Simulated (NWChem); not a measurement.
System: CH$_{3}$F$_{3}$Si; SMILES FC(F)(F)[SiH3]

Output (shortened):

```
             Northwest Computational Chemistry Package (NWChem) 7.3.0
             --------------------------------------------------------

                             Geometry "geometry" -> ""
                             -------------------------

 Output coordinates in angstroms (scale by  1.889725989 to convert to a.u.)

  No.       Tag          Charge          X              Y              Z
 ---- ---------------- ---------- -------------- -------------- --------------
    1 Si                  14.0000     0.00000000     0.00000000    -1.49465300
    2 C                    6.0000     0.00000000     0.00000000     0.43999200
    3 F                    9.0000     0.98591300     0.76300800     0.93397500
    4 F                    9.0000     0.16782800    -1.23533000     0.93397500
    5 F                    9.0000    -1.15374100     0.47232200     0.93397500
    6 H                    1.0000    -0.18658500     1.40549100    -1.94721600
    7 H                    1.0000    -1.12389800    -0.86433300    -1.94721600
    8 H                    1.0000     1.31048300    -0.54115800    -1.94721600

 Effective nuclear repulsion energy (a.u.)     251.3728310584

                                 NWChem DFT Module
                                 -----------------

 Summary of "ao basis" -> "ao basis" (spherical)
 ------------------------------------------------------------------------------
       Tag                 Description            Shells   Functions and Types
 ---------------- ------------------------------  ------  ---------------------
 Si                         def2-svp                 8       18   4s3p1d
 C                          def2-svp                 6       14   3s2p1d
 F                          def2-svp                 6       14   3s2p1d
 H                          def2-svp                 3        5   2s1p

 in cosmo_initialize ...
 calling solv_data for solv:h2o

 solvent parameters
 solvname_short: h2o
 solvname_long:  water
 dielec:       78.4000
 dielecinf:     1.7769
 aqueous SMD model solvent descriptors
 dielec:       78.4000
 sola:          0.8200

          ---------------
          -cosmo- solvent
          ---------------
 Cosmo: York-Karplus, doi: 10.1021/jp992097l
 dielectric constant -eps-     =  78.40
 screen = (eps-1)/(eps    )    =   0.98724
 surface charge correction     = lagrangian

   van der Waals surface
 --------------------------

[...]

                                COSMO-SMD solvation results
                                ---------------------------

             internal energy in gas <Psi(g)|H|Psi(g)> =      -628.118744763862
         internal energy in solvent <Psi(s)|H|Psi(s)> =      -628.118430540329
                               delta internal energy  =         0.000314223533 (    0.20 kcal/mol)
   total free energy in solvent <Psi(s)|H+V/2|Psi(s)> =      -628.121556019286
 polarization energy contribution <Psi(s)|V/2|Psi(s)> =        -0.003125478958 (   -1.96 kcal/mol)
    total free energy in solvent including G(SMD-CDS) =      -628.114680999301
                       G(SMD-CDS) energy contribution =         0.006875019986 (    4.31 kcal/mol)
     1 M fixed-concentration free energy of solvation =         0.004063764561 (    2.55 kcal/mol)

                       DFT Final Molecular Orbital Analysis
                       ------------------------------------

 Vector   23  Occ=2.000000D+00  E=-3.712823D-01
              MO Center=  2.9D-02, -4.6D-01, -1.7D+00, r^2= 2.3D+00
   Bfn.  Coefficient  Atom+Function         Bfn.  Coefficient  Atom+Function
  ----- ------------  ---------------      ----- ------------  ---------------
    80     -0.329172  7 H  s                 85      0.316481  8 H  s
     8      0.305641  1 Si px                11      0.205688  1 Si px
     5     -0.170626  1 Si px                81     -0.170034  7 H  s
    86      0.163508  8 H  s                 38     -0.080247  3 F  pz
    66      0.077587  5 F  pz                41      0.058613  3 F  pz

 Vector   24  Occ=2.000000D+00  E=-3.712443D-01
              MO Center= -2.9D-02,  4.6D-01, -1.7D+00, r^2= 2.3D+00
   Bfn.  Coefficient  Atom+Function         Bfn.  Coefficient  Atom+Function
  ----- ------------  ---------------      ----- ------------  ---------------
    75      0.372803  6 H  s                  9      0.305682  1 Si py
    12      0.205665  1 Si py                85     -0.197433  8 H  s
    76      0.192511  6 H  s                 80     -0.175323  7 H  s
     6     -0.170638  1 Si py                86     -0.101928  8 H  s
    52      0.091092  4 F  pz                81     -0.090714  7 H  s

 Vector   25  Occ=2.000000D+00  E=-3.464225D-01
              MO Center= -3.3D-05, -5.8D-05, -1.2D-01, r^2= 2.7D+00
   Bfn.  Coefficient  Atom+Function         Bfn.  Coefficient  Atom+Function
  ----- ------------  ---------------      ----- ------------  ---------------
    24     -0.349953  2 C  pz                21      0.328797  2 C  s
    10      0.286941  1 Si pz                38     -0.265569  3 F  pz
    52     -0.265503  4 F  pz                66     -0.265469  5 F  pz
    41      0.196345  3 F  pz                55      0.196309  4 F  pz
    69      0.196277  5 F  pz                 4     -0.187722  1 Si s

 Vector   26  Occ=0.000000D+00  E= 3.034488D-02
              MO Center= -4.6D-04, -1.8D-04, -1.8D+00, r^2= 3.3D+00
   Bfn.  Coefficient  Atom+Function         Bfn.  Coefficient  Atom+Function
  ----- ------------  ---------------      ----- ------------  ---------------
    13      1.432896  1 Si pz                21     -0.992137  2 C  s
    27      0.543162  2 C  pz                 4      0.317182  1 Si s
    86      0.307317  8 H  s                 76      0.305558  6 H  s
    81      0.303786  7 H  s                 24      0.243451  2 C  pz
    10      0.214606  1 Si pz                 3     -0.167866  1 Si s

[...]
```

Level: PBE0/def2-SVP, SMD on the gas-phase geometry. Structure relaxed at the PBE0/def2-SVP level. Solvent: water.

Task: Which NWChem input produces such a log?

Result: This is not unique; one that fits is the input that was run:
```
start job
memory heap 200 mb stack 900 mb global 1100 mb
geometry units angstroms noautosym nocenter noautoz
  Si     0.000000     0.000000    -1.494653
  C      0.000000     0.000000     0.439992
  F      0.985913     0.763008     0.933975
  F      0.167828    -1.235330     0.933975
  F     -1.153741     0.472322     0.933975
  H     -0.186585     1.405491    -1.947216
  H     -1.123898    -0.864333    -1.947216
  H      1.310483    -0.541158    -1.947216
end
basis spherical
  * library def2-svp
end
dft
  xc pbe0
  iterations 150
end
cosmo
  do_cosmo_smd true
  solvent water
end
task dft energy
```
